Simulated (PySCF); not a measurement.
Geometries of 4 isomers of C7H4ClFO, from PBE0-D3(BJ)/def2-SVP geometry optimisation, gas phase in PySCF 2.14.0. One conformer each, no zero-point energy, no frequencies.

Question: Which is lowest in electronic energy at this level?
A.
```xyz
14
angstrom
O      2.912   -1.166   -0.210
C      2.289   -0.191   -0.487
Cl     3.114    1.198   -1.212
C      0.837   -0.033   -0.212
C      0.283   -0.987    0.660
C     -1.057   -0.960    1.014
C     -1.887    0.030    0.484
C     -1.373    0.975   -0.394
C     -0.025    0.942   -0.739
F      0.400    1.853   -1.597
H      0.954   -1.752    1.055
H     -1.457   -1.708    1.701
H     -2.946    0.065    0.752
H     -1.997    1.753   -0.836
```
B.
```xyz
14
angstrom
O      6.040    2.306   -0.859
C      5.481    1.283   -0.632
Cl     6.439   -0.192   -0.301
C      4.014    1.094   -0.591
C      3.395   -0.127   -0.295
C      2.009   -0.222   -0.270
C      1.251    0.912   -0.546
F     -0.071    0.823   -0.521
C      1.842    2.137   -0.846
C      3.226    2.222   -0.866
H      4.009   -1.002   -0.082
H      1.504   -1.161   -0.040
H      1.208    3.000   -1.058
H      3.723    3.166   -1.097
```
C.
```xyz
14
angstrom
O      2.915    1.276    0.268
C      2.329    0.244    0.299
Cl     3.222   -1.275    0.591
C      0.865    0.084    0.111
C      0.131    1.256   -0.116
C     -1.245    1.184   -0.303
C     -1.898   -0.047   -0.266
C     -1.153   -1.200   -0.039
F     -1.773   -2.375   -0.004
C      0.221   -1.156    0.151
H      0.659    2.211   -0.142
H     -1.820    2.095   -0.480
H     -2.977   -0.131   -0.410
H      0.776   -2.078    0.326
```
D.
```xyz
14
angstrom
O      1.584    1.251   -0.209
C      0.982    0.241   -0.053
F      1.625   -0.937   -0.014
C     -0.476    0.088    0.116
C     -1.076   -1.165    0.283
C     -2.454   -1.265    0.435
C     -3.229   -0.104    0.419
Cl    -4.940   -0.226    0.607
C     -2.643    1.154    0.255
C     -1.267    1.244    0.103
H     -0.457   -2.063    0.292
H     -2.936   -2.235    0.564
H     -3.271    2.046    0.247
H     -0.781    2.213   -0.028
```

Answer: D. That is `O=C(F)c1ccc(Cl)cc1`, 6.5 kcal/mol below the next.

| SMILES | atoms numbered as above | E (Eh) | relative (kcal/mol) | relative (kJ/mol) | dipole (D) |
| --- | --- | --- | --- | --- | --- |
| O=C(F)c1ccc(Cl)cc1 | [O:1]=[C:2]([F:3])[c:4]1[cH:5][cH:6][c:7]([Cl:8])[cH:9][cH:10]1 | -903.34359 | 0.0 | 0.0 | 2.41 |
| O=C(Cl)c1ccc(F)cc1 | [O:1]=[C:2]([Cl:3])[c:4]1[cH:5][cH:6][c:7]([F:8])[cH:9][cH:10]1 | -903.33322 | 6.5 | 27.2 | 2.45 |
| O=C(Cl)c1cccc(F)c1 | [O:1]=[C:2]([Cl:3])[c:4]1[cH:5][cH:6][cH:7][c:8]([F:9])[cH:10]1 | -903.33121 | 7.8 | 32.5 | 2.86 |
| O=C(Cl)c1ccccc1F | [O:1]=[C:2]([Cl:3])[c:4]1[cH:5][cH:6][cH:7][cH:8][c:9]1[F:10] | -903.32463 | 11.9 | 49.8 | 3.97 |
